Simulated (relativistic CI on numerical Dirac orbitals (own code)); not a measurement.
**Transition arrays of Co3+**

Method of calculation: Dirac-Coulomb-Breit CI, KLI orbitals optimised for each configuration, model QED (radiative potential, 1s self-energy scaled to tabulated hydrogen-like ionisation energies), valence Slater integrals scaled by 0.9, whole transition arrays (own radial code, finite nucleus).

Configuration list (outside the closed core [Ne] 3s2): 3p6 3d6, 3p6 3d5 4f, 3p5 3d7, 3p6 3d5 4p, 3p6 3d5 5f. Levels of other configurations are missing.

All E1 lines from the levels of 3p6 3d6; mean and standard deviation are weighted by gf, and upper levels are sorted by their leading configuration.

| Upper configuration | Lines | Σgf | Mean (eV) | Mean (nm) | σ (eV) | Strongest line (nm) |
| --- | --- | --- | --- | --- | --- | --- |
| 3p6 3d5 4f | 5470 | 86.1 | 39.64 | 31.278 | 2.46 | 32.757 |
| 3p5 3d7 | 1718 | 405.3 | 69.84 | 17.753 | 5.30 | 16.023 |
| 3p6 3d5 4p | 3245 | 93.6 | 22.77 | 54.454 | 2.02 | 57.170 |
| 3p6 3d5 5f | 5470 | 59.0 | 44.31 | 27.982 | 2.44 | 28.989 |

Σgf per state of the lower configuration in bins of 1 nm over the central range (centre: value): 16.5: 0.68, 17.5: 0.28, 18.5: 0.59, 19.5: 0.20, 20.5: 0.10, 21.5: 0.05, 25.5: 0.03, 26.5: 0.03, 27.5: 0.10, 28.5: 0.09, 29.5: 0.06, 30.5: 0.15, 31.5: 0.07, 32.5: 0.08, 33.5: 0.03, 34.5: 0.04, 45.5: 0.01, 46.5: 0.01, 47.5: 0.01, 50.5: 0.02, 51.5: 0.02, 52.5: 0.05, 53.5: 0.09, 54.5: 0.04, 55.5: 0.03, 56.5: 0.02, 57.5: 0.02, 58.5: 0.03.

(1) How do configuration mixing and the scaling of the Slater integrals move the arrays?

## Answers

(1) Slater scale 0.9, no configuration mixing: 3p6 3d5 4f 39.7 ± 2.4 eV (Σgf 96.8), 3p5 3d7 70.0 ± 5.3 eV (Σgf 382.8), 3p6 3d5 4p 22.7 ± 2.0 eV (Σgf 93.9), 3p6 3d5 5f 44.6 ± 2.5 eV (Σgf 61.5); Slater scale 1: 3p6 3d5 4f 39.6 ± 2.7 eV (Σgf 82.0), 3p5 3d7 70.5 ± 5.9 eV (Σgf 411.1), 3p6 3d5 4p 22.9 ± 2.2 eV (Σgf 93.7), 3p6 3d5 5f 44.1 ± 2.8 eV (Σgf 61.7); Slater scale 0.8: 3p6 3d5 4f 39.6 ± 2.1 eV (Σgf 85.9), 3p5 3d7 69.2 ± 4.7 eV (Σgf 399.5), 3p6 3d5 4p 22.7 ± 1.8 eV (Σgf 93.5), 3p6 3d5 5f 44.3 ± 2.2 eV (Σgf 60.6). With mixing, levels are counted to their leading configuration, so an array can shrink or vanish into another, and the sums then hold other lines.
